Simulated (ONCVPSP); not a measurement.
**What the settings do to the ONCV potential of Eu (Z = 63)**

Base potential:

europium, optimised norm-conserving Vanderbilt (ONCV), made with ONCVPSP 4.0.1 (PBE, scalar-relativistic). Core [Kr] 4d10 4f6, reference 5s2 5p6 5d1 6s2. Waves: 5s+6s: rc 2.55 bohr, ncon 4, nbas 8, qcut 4.7 1/bohr, 2 projectors; 5p: rc 2.40 bohr, ncon 3, nbas 6, qcut 6.4 1/bohr, 2 projectors, debl 1.5 Ha; 5d: rc 2.75 bohr, ncon 3, nbas 8, qcut 5.9 1/bohr, 2 projectors, debl 0.6 Ha. Local part: polynomial inside 1.95 bohr (lpopt 5, dvloc0 2 Ha). Core correction: Teter function fitted to the true core (icmod 2), fcfact 0.25.

All-electron outer shells of the reference configuration (PBE, scalar-relativistic, ld1.x):

```json
{"shell": "5s", "level (eV)": "-48.22", "outermost node (bohr)": "0.67", "outermost maximum (bohr)": "1.21"}
{"shell": "5p", "level (eV)": "-26.63", "outermost node (bohr)": "0.72", "outermost maximum (bohr)": "1.38"}
{"shell": "4f", "level (eV)": "-8.36", "outermost node (bohr)": "–", "outermost maximum (bohr)": "0.59"}
{"shell": "6s", "level (eV)": "-4.06", "outermost node (bohr)": "1.63", "outermost maximum (bohr)": "3.43"}
{"shell": "5d", "level (eV)": "-2.64", "outermost node (bohr)": "0.81", "outermost maximum (bohr)": "1.98"}
```

Cutoffs, loose and tight: the cutoffs (Ha) at which the residual kinetic energy of the hardest occupied pseudo-wave falls to 1 and 0.1 mHa per electron. They do not see the model core or the augmentation charge, which bear on the density cutoff. Test errors are all-electron minus pseudo excitation energies from the reference, over the configurations 5s2 5p6 5d1 6s1; 5s2 5p6 5d1 6s0; 5s2 5p6 5d0 6s0; 5s1 5p6 5d1 6s2. A dash means not determined; rows that change the core or the reference have their own tests. The largest error is taken over the tests solved by every variant that gives reliable tests at all: 5s1 5p6 5d1 6s2; 5s2 5p6 5d1 6s0; 5s2 5p6 5d1 6s1.

```tsv
change	outcome	cutoff, loose	cutoff, tight	bound ghosts	GHOST(+) flags above zero	largest test error (meV)
base	generated	8.2 Ha	14 Ha	none	none	-639
p: qcut 3.8	generated	8.2 Ha	10 Ha	none	none	-631
p: qcut 4.4	generated	8.2 Ha	10 Ha	none	none	-620
p: qcut 5.2	generated	8.2 Ha	10 Ha	none	none	-620
p: qcut 5.7	generated	8.2 Ha	10 Ha	none	none	-626
p: qcut 6.5	generated	8.2 Ha	14 Ha	none	none	-639
p: qcut 7	generated	8.2 Ha	14 Ha	none	none	-642
p: qcut 7.5	generated	11 Ha	15 Ha	none	none	-648
p: qcut 8.4	generated	11 Ha	15 Ha	none	none	-650
p: qcut 9.1	generated	12 Ha	16 Ha	none	none	-653
p: qcut 9.5	generated	12 Ha	16 Ha	none	none	-653
```

Reading the sweep of the qcut of the p channel (base included, trends over the rows without a ghost): The loose cutoff is not monotonic: lowest 8.2 Ha at 3.8 1/bohr, highest 12 Ha at 9.1 1/bohr.
